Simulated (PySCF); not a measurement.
O₃Sn, SMILES [O]=[Sn]1[O][O]1. Atoms are numbered in the order given.

```xyz
4

Sn     0.0000     0.0000     0.1937
O      0.0000     0.0000     2.0355
O      0.0000     0.8082    -1.6229
O      0.0000    -0.8082    -1.6229
```
Charge 0, spin multiplicity 1.

Geometry: B3LYP-D3(BJ)/def2-SVP. The def2 effective core potentials stand for the cores of Sn; spin–orbit coupling is left out.

These are CAM-B3LYP/def2-TZVPD in PySCF values and carry that method's errors.

Isolated molecule, no solvent.

```
Quantity                                                                                                        Result
---------------------------------------------------------------------------------------------  -----------------------
total energy                                                                                        -439.80124 hartree
point group                                                                                                        C2v
highest occupied level                                                                                        -9.74 eV
lowest empty level                                                                                            -3.06 eV
orbital gap                                                                                                    6.68 eV
dipole moment                                                                                                   0.73 D
quadrupole, principal values (traceless, Buckingham form, about the centre of nuclear charge)  -17.91, 7.23, 10.68 D·Å
mean static polarisability                                                                        47.2 bohr³ (6.99 Å³)
polarisability, principal values                                                                33.7, 40.4, 67.5 bohr³
```
